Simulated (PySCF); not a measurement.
# Polarisability and C₆ of Ne (neon, neutral)

[Ne], closed-shell 1S. All numbers are calculated (PySCF 2.14, the spin-free X2C one-electron Hamiltonian (Gaussian nucleus), in aug-cc-pVTZ-DK (5s4p3d2f, 46 functions)). Coupled (time-dependent) response in atomic units; α is the mean over directions.

```csv
method,mean α (bohr³),C₆ (like pair),S(−4)
UHF,2.197,5.192,1.613
PBE,2.640,6.473,2.944
PBE0,2.487,6.033,2.407
MN15,2.477,5.996,2.278
B3LYP,2.524,6.125,2.555
```

S(−4) is the Cauchy moment in α(ω) = α(0) + S(−4) ω² + …

Reference α: 2.661 bohr³ (recommended; Schwerdtfeger and Nagle, table of static dipole polarizabilities (2023 update)). Published C₆: 6.200 (Chu and Dalgarno (2004); Tang, Norbeck and Certain (1976)).

α(iu) at MN15:

| u (hartree) | α(iu) (bohr³) |
| --- | --- |
| 0 | 2.477 |
| 0.0500 | 2.471 |
| 0.100 | 2.455 |
| 0.200 | 2.392 |
| 0.300 | 2.298 |
| 0.500 | 2.067 |
| 0.750 | 1.768 |
| 1.00 | 1.501 |
| 1.50 | 1.085 |
| 2.00 | 0.8020 |
| 3.00 | 0.4785 |
| 5.00 | 0.2227 |
